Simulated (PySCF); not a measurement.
CuH2O2, neutral, multiplicity 2. Atoms are numbered in the order given.

```xyz
5

Cu     0.0000     0.0000    -0.0031
O      0.0000     1.7388    -0.0879
H      0.0000     2.2126     0.7480
O      0.0000    -1.7388    -0.0879
H      0.0000    -2.2126     0.7480
```
Charge 0, spin multiplicity 2.

Coordinates come from a PBE0-D3(BJ)/def2-TZVP optimisation. The multiplicity is an assumed one; other spin states were not compared. One conformer was computed; it need not be the lowest.

Method: PySCF with ωB97X/def2-TZVPD.

Mulliken values depend strongly on the basis, most of all with diffuse functions as here. ESP charges are fitted to the potential on shells at 1.4 to 2.0 van der Waals radii. Atomic charges (e):

```csv
atom,ESP fit,Mulliken,meta-Löwdin,Mulliken spin
Cu1,0.58,0.62,1.10,0.54
O2,-0.59,-0.60,-0.89,0.24
H3,0.30,0.30,0.34,-0.01
O4,-0.59,-0.60,-0.89,0.24
H5,0.30,0.30,0.34,-0.01
```
